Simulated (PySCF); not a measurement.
Magnetisability: SMILES N#C[C@@H]1C=C(F)OC1, C$_{5}$H$_{4}$FNO

Geometry (Å), atoms numbered from 1 in this order:
```xyz
12

N    -1.899    2.013   -1.035
C    -1.276    1.323   -0.372
C    -0.478    0.441    0.452
C     0.999    0.656    0.216
C     1.491   -0.479   -0.260
F     2.736   -0.749   -0.609
O     0.634   -1.512   -0.395
C    -0.644   -1.047    0.032
H    -0.758    0.609    1.499
H     1.514    1.578    0.383
H    -0.974   -1.674    0.864
H    -1.345   -1.161   -0.801
```

Method used: GIAO B97-2/pcSseg-1 magnetisability, rotational g tensor and spin-rotation constants, non-relativistic, gas phase (PySCF 2.14.0). Geometry: GFN2-xTB.

How diamagnetic is it, and how anisotropic?

Isotropic -969 × 10⁻³⁰ J/T², or -58.3 × 10⁻⁶ cm³/mol; principal values -1082, -951, -873 × 10⁻³⁰ J/T², anisotropy 183 × 10⁻³⁰ J/T² (root of half the summed squared differences of the principal values). The susceptibility is in cgs units.

Split it along the inertial axes a, b, c into diamagnetic and paramagnetic parts about the centre of mass, with the quadrupole moment.


| axis | χ (10⁻⁶ cm³/mol) | diamagnetic (10⁻⁶ cm³/mol) | paramagnetic (10⁻⁶ cm³/mol) | summed x² of all electrons (Å²) | quadrupole Θ (D Å) |
| --- | --- | --- | --- | --- | --- |
| a | -64.1 | -332.3 | 268.2 | 178.9 | -16.72 |
| b | -53.5 | -861.4 | 808.0 | 54.2 | +10.04 |
| c | -57.4 | -989.2 | 931.8 | 24.1 | +6.68 |

Anisotropies 2χaa − χbb − χcc = -17.4 and 2χbb − χaa − χcc = +14.6 × 10⁻⁶ cm³/mol. Θ is traceless in Buckingham's convention.

And the rotational g tensor?


| axis | rotational constant (GHz) | g | nuclear part | electronic part |
| --- | --- | --- | --- | --- |
| a | 4.8344 | -0.0272 | 0.5819 | -0.6091 |
| b | 1.3977 | -0.0252 | 0.5053 | -0.5305 |
| c | 1.2128 | -0.0185 | 0.5124 | -0.5309 |

Asymmetric top; isotopes 12C, 19F, 1H, 14N, 16O; no vibrational averaging.
